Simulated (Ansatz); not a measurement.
The same bond dissociation along the group F, Cl, Br.

Calculated with Ansatz (gas phase, PBE0-D4/def2-TZVP geometries, no zero-point term in ΔE). CCSD(T)/CBS adds triple-zeta CCSD(T) − MP2 to the extrapolated MP2 energy (def2 sets, frozen cores). This one scheme is used for every species, atoms too. Functionals use def2-TZVPP. B3LYP here is the variant with VWN-RPA as its local correlation; programs differ in this. No spin–orbit coupling; open shells (•) take unrestricted orbitals. Spin–orbit coupling would lower the free atoms: a little for Cl, F; clearly for Br. Bonds to Br, Ga are less sure, by a few kJ/mol each and by 10 to 20 or more in all where they break to atoms, as the def2 sets lack core-valence functions. Scalar relativity is left out up to krypton. One conformer a species, not always the lowest.

| reaction | CCSD(T)/CBS(def2) (eV) |
| --- | --- |
| `[OH][Ga]([OH])[F]` → F• + `[OH][Ga][OH]`• | ? |
| `[OH][Ga]([OH])[Cl]` → Cl• + `[OH][Ga][OH]`• | 4.63 |
| `[OH][Ga]([OH])[Br]` → Br• + `[OH][Ga][OH]`• | 4.24 |

(1) Fill in the missing values. (Best estimate.)

Largest T1 diagnostic: 0.017, for `[OH][Ga][OH]`•.

Answers

(1) The calculation gave: `[OH][Ga]([OH])[F]` → F• + `[OH][Ga][OH]`•: +5.74 eV.
